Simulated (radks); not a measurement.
Results of a calculation; reference values are marked as such.
Ionisation of the iridium ion Ir24+, [Kr] 4d10 4f7, to Ir25+, [Kr] 4d10 4f6, under several functionals. Scalar-relativistic Kohn-Sham, spin-polarised, spherical densities, finite nucleus; open shells are filled with parallel spins first (spin-orbit coupling, left out, can overturn this in heavy ions); a radial shooting solver on a logarithmic mesh with Libxc functionals.

\begin{tabular}{lrrrrrr}
functional & E(Ir24+) (hartree) & Exc (hartree) & IE (eV) & -e(HOMO) (eV) & <r> HOMO (bohr) & IE error (eV) \\ \hline
PBE & -17575.0624 & -318.7715 & 752.86 & 728.76 & 0.4408 & -17.1 \\
AM05 & -17565.3326 & -309.0714 & 752.87 & 728.76 & 0.4405 & -17.1 \\
exchange-only PBE & -17571.7319 & -315.4135 & 751.06 & 726.98 & 0.4410 & -18.9 \\
exchange-only B88 & -17573.1514 & -316.8364 & 751.13 & 727.04 & 0.4409 & -18.9 \\
PBEsol & -17569.9911 & -313.7075 & 752.79 & 728.69 & 0.4407 & -17.2 \\
TASK exchange with Perdew-Wang LDA correlation & -17575.2107 & -316.9226 & 754.95 & 731.05 & 0.4387 & -15.1 \\
XLYP & -17577.0941 & -320.7816 & 752.55 & 728.45 & 0.4410 & -17.4 \\
\end{tabular}

NIST Atomic Spectra Database: 770 eV (theoretical). Closest: TASK exchange with Perdew-Wang LDA correlation. The Delta-SCF values span 3.89 eV, the total energies 11.76 hartree. The highest occupied level is 4f. Open shells are spherical and high-spin; term and fine-structure splittings are not resolved. Spin-orbit splitting is averaged out at the scalar-relativistic level.
